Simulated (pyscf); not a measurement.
H₃C–BiH–CH₃, singlet

Gas-phase minimum from PySCF at ωB97X-D3(BJ)/def2-SVP, one conformer. 

```
Bi
H 1 1.7924
C 1 2.2558 2 92.71
H 3 1.0984 1 110.06 2 47.76
H 3 1.0995 4 109.57 1 120.86
H 3 1.0999 4 109.53 5 119.58
C 1 2.2559 2 92.72 3 93.17
H 7 1.0984 1 110.06 2 -47.63
H 7 1.0995 8 109.57 4 -150.87
H 7 1.0999 8 109.53 9 -119.58
```
Charge 0, spin multiplicity 1.

Properties at ωB97X-D3(BJ)/def2-SVP:

```
Quantity                                                                                                                                                                                                                                                  Value
---------------------------------------------------------------------------------------------------------------------  ----------------------------------------------------------------------------------------------------------------------------------------
Harmonic wavenumbers, unscaled                                                                                         106, 108, 163, 498, 498, 536, 548, 707, 807, 811, 822, 1216, 1229, 1443, 1446, 1452, 1454, 1848, 3080, 3082, 3195, 3196, 3208, 3208 cm⁻¹
Zero-point energy                                                                                                                                                                                                                                 49.5 kcal/mol
Rotational symmetry number                                                                                                                                                                                                                                    1
Entropy of this conformer at 298 K and 1 atm, rigid rotor and harmonic oscillator, modes under 100 cm⁻¹ raised to 100                                                                                                                           336.5 J/(mol K)
Dipole moment                                                                                                                                                                                                                                            0.65 D
```

Single-point totals, which compare only within one level (frozen core for MP2 and CC):

```tsv
level	total energy (hartree)
ωB97X-D3(BJ)/def2-TZVP	-295.19548
PBE/def2-TZVP	-294.97561
r²SCAN/def2-TZVP	-295.11538
B3LYP-D3(BJ)/def2-TZVP	-295.16683
PBE0-D3(BJ)/def2-TZVP	-294.97214
M06-2X/def2-TZVP	-294.87747
ωB97M-D3(BJ)/def2-TZVP	-295.10098
HF/def2-TZVPP	-293.36714
MP2/def2-TZVPP	-294.18392
CCSD/def2-TZVPP	-294.18828
CCSD(T)/def2-TZVPP	-294.21535
```

Soft torsions are taken as harmonic, which can shift the entropy by several J/(mol K). The CCSD(T) − MP2 part came from Ansatz, without density fitting, on the same reference. The frozen core leaves the outer d or s,p core shells of the metals and heavy elements correlated in the MP2 and CC values, and def2-TZVPP describes them poorly, so these totals are far from the basis limit. Elements past Kr carry the def2 core potentials, without spin-orbit coupling.
